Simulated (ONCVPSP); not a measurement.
## Al, ONCV: configuration errors across variants

ONCVPSP 4.0.1 input, shortened (lines: element, Z, core and valence counts, functional; n l f; lmax; l rc ep ncon nbas qcut; lloc lpopt rc5 dvloc0; l nproj debl; icmod fcfact rcfact), PW91, scalar-relativistic:

```
  Al 13.00    3    2  -109134      upf
    1    0    2.00
    2    0    2.00
    2    1    6.00
    3    0    1.75
    3    1    1.25
    2
    0    1.70    0.00    4    8    4.00
    1    2.60    0.00    3    7    3.30
    2    2.65    0.27    3    7    3.20
    4    4    1.10    1.00
    0    1    1.10
    1    2    2.00
    2    2    0.40
    3    4.00    1.30
```

All-electron excitation energies from the reference (eV): (1) 3s2 3p1 -1.269; (2) 3s2 3p0 4.533; (3) 3s1 3p0 23.811; (4) 3s1 3p1 10.346.

Errors AE − PS in meV (a dash: test not solved or not reliable):

```csv
change,(1),(2),(3),(4),bound ghosts,GHOST(+) flags above zero
base,+0.2,+0.7,+17,+3.2,none,s
"local potential polynomial inside 1.10 bohr (lpopt 4, dvloc0 -2 Ha)",+0.2,+1.9,+38,+6.1,none,"s, d"
"local potential polynomial inside 1.10 bohr (lpopt 4, dvloc0 0 Ha)",+0.2,+0.9,+19,+3.6,none,s
"local potential polynomial inside 1.10 bohr (lpopt 4, dvloc0 1.5 Ha)",+0.2,+0.6,+16,+3.0,none,none
"local potential polynomial inside 1.10 bohr (lpopt 4, dvloc0 5 Ha)",+0.1,+0.4,+12,+2.4,none,none
"local potential polynomial inside 1.10 bohr (lpopt 4, dvloc0 7 Ha)",+0.1,+0.3,+11,+2.3,none,none
"local potential polynomial inside 1.10 bohr (lpopt 4, dvloc0 9 Ha)",+0.1,+0.3,+11,+2.1,none,none
```

Task: Give the same row for: local potential polynomial inside 1.10 bohr (lpopt 4, dvloc0 3.5 Ha).

Result: +0.1, +0.5, +14, +2.6; bound ghosts: none; GHOST(+) flags above zero: none.
